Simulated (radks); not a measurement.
Q: These are the eigenvalues of the occupied orbitals of an atom or ion with whole-number occupations (Ry). All-electron calculation, Dirac Kohn-Sham, LDA (Slater exchange, Perdew-Wang correlation), spin-unpolarised, spherical densities, point nucleus. Program: a radial shooting solver on a logarithmic mesh with Libxc functionals.

1s1/2: -2524.220
2s1/2: -394.8821
2p1/2: -371.3250
2p3/2: -347.4960
3s1/2: -82.70590
3p1/2: -72.89711
3p3/2: -68.37271
3d3/2: -51.04810
3d5/2: -50.09077
4s1/2: -16.91723
4p1/2: -13.44050
4p3/2: -12.52803
4d3/2: -6.89175
4d5/2: -6.74390
5s1/2: -3.69991
5p1/2: -2.81001
5p3/2: -2.68215

Which element is it, and in what charge state? The configuration may be excited. Open shells, if any, fill j = l - 1/2 first.

A: Z = 54, xenon, charge +3: Xe3+ in [Kr] 4d10 5s2 5p3. The list shows which subshells hold electrons but not how many an open one holds; the 1s level, -1262.1 hartree, gives Z - s = 50.2 by -(Z - s)^2/2, which with screening and relativity narrows Z to a few neighbours, and the depths of the outer levels then fix element, charge and occupations together.
